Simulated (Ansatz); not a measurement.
System: sum formula AlOCl, charge -1, multiplicity 2. 
Structure (B3LYP-D3(BJ)/def2-TZVP (Ansatz, a program for electronic structure) minimum search):
```
Al
O 1 1.6398
Cl 1 2.2629 2 126.67
```
Charge -1, spin multiplicity 2.

Basis-set convergence of Hartree-Fock and CCSD correlation energies (hartree) with Ansatz. Valence correlation only, unless marked. UHF or UKS for open shells. Spin-orbit coupling is left out. No relativistic terms.

```json
[
 {"basis": "aug-cc-pV(D+d)Z", "functions": "87", "E(HF)": "-776.39689", "E(corr, CCSD)": "-0.43589"},
 {"basis": "aug-cc-pV(T+d)Z", "functions": "156", "E(HF)": "___", "E(corr, CCSD)": "___"}
]
```

Q: Complete the blanks.

A: 
- aug-cc-pV(T+d)Z, E(HF): -776.43605
- aug-cc-pV(T+d)Z, E(corr, CCSD): -0.53165
